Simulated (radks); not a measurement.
All-electron atom: Cl6+ in [Ne] 3s1.

Method: scalar-relativistic Kohn-Sham, LB94 model potential, spin-polarised, spherical densities, finite nucleus; open shells are filled with parallel spins first; Fermi nuclear charge, rms radius 3.3654 fm; computed with a radial shooting solver on a logarithmic mesh with Libxc functionals.

Energy parts (Ry):
| part | energy |
|---|---|
| kinetic | 909.60736 |
| electron-nucleus | -2063.23194 |
| Hartree | 303.05325 |
(The LB94 potential has no energy functional, so no total or exchange-correlation energy is given.)

Orbitals (lengths in bohr, moments of r in powers of bohr; <r^-3> diverges for s and p1/2; r(max) is where P^2 peaks):
| orbital | occ. | eigenvalue (Ry) | r(max) | <r^-3> |
|---|---|---|---|---|
| 1s up | 1 | -214.4303 | 0.05947 | - |
| 1s down | 1 | -214.3908 | 0.05947 | - |
| 2s down | 1 | -27.73345 | 0.3615 | - |
| 2s up | 1 | -27.72501 | 0.3611 | - |
| 2p down | 3 | -23.32850 | 0.2988 | 106.4 |
| 2p up | 3 | -23.31821 | 0.2987 | 107.1 |
| 3s down | 0 | -8.82907 | 1.127 | - |
| 3s up | 1 | -8.53790 | 1.138 | - |

The highest occupied level is 3s up at -116.16 eV. The configuration is held as typed, so some empty levels lie below it. Spin moment in Bohr magnetons: 1. The electron density at the nucleus is 3603 e/bohr^3 (large components only). The density falls to 0.001 e/bohr^3 at r = 2.33 bohr. Summed over all electrons, <r^2> = 3.470 bohr^2, which gives a Langevin (diamagnetic) susceptibility term of -2.75 x 10^-6 cm^3/mol.
